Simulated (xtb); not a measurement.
Si(H)(Me)2(PH2) (C2H9PSi), SMILES C[SiH](C)P. All values are semi-empirical tight-binding results from xtb (GFN2-xTB unless named), good for trends rather than for accurate numbers. Coordinates come from a GFN2-xTB optimisation. Other conformers were not sampled.

Computed properties:
- orbital gap: 4.78 eV
- zero-point energy: 62.0 kcal/mol
- G − E(el) at 298.15 K (modified RRHO): 41.6 kcal/mol
- static polarisability (D4 model): 80.3 bohr³
- solvation energy, GFN2-xTB/ALPB(water): -0.9 kcal/mol
- solvation energy, GFN2-xTB/ALPB(hexane): -5.0 kcal/mol
